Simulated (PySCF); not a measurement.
## A ladder for the ionisation energy of O²⁺

O²⁺ [He] 2s2 2p2 (3P) → O³⁺ [He] 2s2 2p1 (2P). Scalar values calculated with PySCF 2.14 in aug-cc-pVQZ (non-relativistic; valence: 1s2 frozen). The spin-orbit shift comes from two-component X2C-1e calculations (generalised Hartree-Fock, GHF, and MP2 on its spinors, GMP2) in x2c-QZVPPall-2c: GMP2 gives 55.040 eV without and 55.025 eV with screened spin-orbit coupling, a shift of -0.015 eV (GHF: -0.016 eV). Sums use unrounded values; where a UHF row is shifted, it takes the GHF shift.

```
           method  scalar (eV)  plus spin-orbit shift (eV)  error (eV)
              UHF       54.609                      54.593      -0.343
    MP2 (valence)       55.040                      55.025       0.089
SCS-MP2 (valence)       54.887                      54.871      -0.064
   CCSD (valence)       54.819                      54.804      -0.132
CCSD(T) (valence)       54.831                      54.816      -0.120
              LDA       55.418                      55.402       0.467
              PBE       55.266                      55.251       0.315
             PBE0       55.301                      55.286       0.350
           r2SCAN       55.598                      55.582       0.647
           PBEsol       55.158                      55.143       0.207
            HSE06       55.311                      55.295       0.360
          wB97M-V       54.942                      54.926      -0.009
             BP86       55.293                      55.278       0.342
```

Reference: 54.936 eV (semi-empirical (NIST evaluation); NIST Atomic Spectra Database, ionization energies).

The errors of the correlated levels include the incompleteness of the basis and the frozen core, so a lower level can come closer by cancellation.

A first-order Landé estimate from the scalar orbitals gives -0.005 eV instead; single two-component determinants are not pure J levels in LS coupling, so the shift is uncertain by about that difference.
